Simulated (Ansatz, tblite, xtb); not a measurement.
# A ladder of methods for SnHBrOF2 (SMILES [OH][Sn]([F])([F])[Br])

SnHBrOF2 has 6 atoms, charge 0, and is taken as a singlet. As SMILES, `[OH][Sn]([F])([F])[Br]`. Geometry: relaxed at PBE0-D4/def2-TZVP. This is one conformer, not always the lowest.

```xyz
6

O    -0.5081    0.0636    1.4997
Sn   -0.0789   -0.0132   -0.3749
F    -1.6535    0.4951   -1.2800
F     0.2535   -1.8090   -0.8790
Br    1.7956    1.3502   -1.0857
H     0.2335   -0.1507    2.0737
```

Quantity: the dipole moment, in D. The values are calculated.

```csv
level,kind,program,value (D),CPU time
IPEA1-xTB,semi-empirical,tblite,4.02,under 2 s
GFN2-xTB,semi-empirical,tblite,2.80,under 2 s
GFN1-xTB,semi-empirical,tblite,4.49,under 2 s
GFN0-xTB,semi-empirical,xtb,4.61,under 2 s
HF/STO-3G,Hartree–Fock,Ansatz,1.44,11 s
HF/3-21G,Hartree–Fock,Ansatz,2.95,14 s
HF/def2-SVP (core potential),Hartree–Fock,Ansatz,3.28,22 s
HF/def2-TZVP (core potential),Hartree–Fock,Ansatz,3.12,78 s
SVWN5/def2-SVP (core potential),LDA,Ansatz,2.85,20 s
BLYP/STO-3G,GGA,Ansatz,1.49,16 s
```

All-electron rows without a relativistic Hamiltonian named are non-relativistic, while core potentials hold scalar relativity, so basis and relativity change together. The values span 1.44 to 4.61 D. Sets without polarisation functions give poor dipoles. Times are those of the runs behind each value, whatever else they computed, on shared processors of several kinds: orders of magnitude only.
